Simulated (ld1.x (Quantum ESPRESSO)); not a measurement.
# Which change was made? (Cd, TM semilocal)

cadmium (Cd), norm-conserving Troullier–Martins (semilocal form), made with ld1.x (Quantum ESPRESSO) 7.5 (BP86, scalar-relativistic). Core [Kr], reference 4d10 5s2 5p0. Waves: 5s (bound): rc 1.80 bohr; 4d (bound): rc 1.05 bohr; 5p (bound, empty): rc 2.85 bohr. Local part: the p channel. Core correction: none.

Cutoffs, loose and tight: the cutoffs (Ry, on a coarse ladder) from which the occupation-weighted sum of valence levels, in a spherical-Bessel basis at the reference potential, stays within 10 and 1 mRy of its value at 400 Ry. They do not see the model core or the augmentation charge, which bear on the density cutoff. Test errors are all-electron minus pseudo excitation energies from the reference, over the configurations 4d10 5s1 5p0; 4d10 5s0 5p0; 4d9 5s0 5p0; 4d8 5s0 5p0; 4d9 5s2 5p0; 4d9 5s2 5p1; 4d10 5s0 5p1; variants that change the core or the reference have their own tests.

The base gives: outcome: generated; cutoff, loose: 90 Ry; cutoff, tight: 120 Ry; bound ghosts: none; largest test error (meV): -149.

Problem. After one change the result is: outcome: generated; cutoff, loose: 90 Ry; cutoff, tight: 110 Ry; bound ghosts: none; largest test error (meV): -81. Which change was it?
A. all radii scaled by about 0.89 (s 1.60, p 2.54, d 0.94 bohr)
B. all radii scaled by about 0.74 (s 1.34, p 2.12, d 0.78 bohr)
C. all radii scaled by about 1.18 (s 2.12, p 3.34, d 1.24 bohr)

Solution. C. The others give: all radii scaled by about 0.74 (s 1.34, p 2.12, d 0.78 bohr) → outcome: generated; cutoff, loose: 300 Ry; cutoff, tight: over 300 Ry; bound ghosts: s; largest test error (meV): no test is counted, since the test run did not reproduce the reference configuration | all radii scaled by about 0.89 (s 1.60, p 2.54, d 0.94 bohr) → outcome: generated; cutoff, loose: 160 Ry; cutoff, tight: 300 Ry; bound ghosts: none; largest test error (meV): -210.
